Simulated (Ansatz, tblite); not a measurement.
Removing and adding an electron: GaH2(NH2) (GaNH4). The state is a singlet with charge 0. Geometry: r2SCAN-D4/def2-TZVP. Ansatz, gas phase; energy differences of separate SCF runs; the oxidised species was run as a doublet alone; the reduced species was run as a doublet alone.

Cartesian coordinates in Å:
```
Ga 0.0637 0.7132 -0.4845
H -0.9017 1.8781 -0.1293
H 1.1314 0.6878 -1.6135
N -0.0702 -0.7822 0.5311
H 0.4985 -1.6037 0.4052
H -0.7217 -0.8932 1.2910
```

The xTB rows come from tblite. Correlated methods freeze 10 core orbitals; core or outer-core shells of Ga are correlated, in sets that lack core-valence functions. HOMO above LUMO, or a gap near zero within one spin, warns that the state may not be the lowest or that an electron is smeared out.

```csv
level,−HOMO (eV),vertical IE (eV),−LUMO (eV),vertical EA (eV),HOMO–LUMO gap (eV),IE − EA (eV),remarks
GFN2-xTB,10.65,14.39,5.92,2.79,4.73,11.61,–
HF/def2-TZVPP,–,8.18,–,–,–,–,–
PBE-D4/def2-TZVP,6.08,9.80,1.48,–,4.59,–,gap within one spin near zero (+1 doublet)
PBE0-D4/def2-TZVP,7.38,9.72,0.71,–,6.67,–,–
PBE0-D4/def2-TZVPD,7.43,–,0.78,-0.81,6.65,–,HOMO above zero (-1 doublet)
MP2/def2-TZVPD,–,–,–,-1.05,–,–,HOMO above zero (-1 doublet)
CCSD/def2-TZVPD,–,–,–,-1.01,–,–,HOMO above zero (-1 doublet)
CCSD(T)/def2-TZVPD,–,–,–,-0.97,–,–,HOMO above zero (-1 doublet)
```

(1) Estimate the rows for GFN1-xTB, HF/def2-TZVPD, PBE-D4/def2-TZVPD, r2SCAN-D4/def2-TZVP, r2SCAN-D4/def2-TZVPD, MP2/def2-TZVPP, CCSD/def2-TZVPP, CCSD(T)/def2-TZVPP.

Results:

(1) 
```
               level  −HOMO (eV)  vertical IE (eV)  −LUMO (eV)  vertical EA (eV)  HOMO–LUMO gap (eV)  IE − EA (eV)                                                                   remarks
            GFN1-xTB       10.64             14.60        4.44                 –                6.20             –                                                                         –
       HF/def2-TZVPD           –                 –           –             -1.47                   –             –                                              HOMO above zero (-1 doublet)
   PBE-D4/def2-TZVPD        6.14                 –        1.56             -0.79                4.58             –  HOMO above zero (-1 doublet), gap within one spin near zero (-1 doublet)
 r2SCAN-D4/def2-TZVP        6.33              9.71        1.18                 –                5.15             –                                                                         –
r2SCAN-D4/def2-TZVPD        6.37                 –        1.23             -0.74                5.14             –                                              HOMO above zero (-1 doublet)
      MP2/def2-TZVPP           –              9.90           –                 –                   –             –                                                                         –
     CCSD/def2-TZVPP           –              9.64           –                 –                   –             –                                                                         –
  CCSD(T)/def2-TZVPP           –              9.76           –                 –                   –             –                                                                         –
```

   A HOMO above zero means that the electron is unbound at that level or that self-interaction error raises the level; the energy of removing that electron tells which. Raw xTB energy differences between charge states are shifted by several eV; the methods need an empirical correction for them. A negative affinity means that the extra electron isn't bound; its size then hangs on the basis.
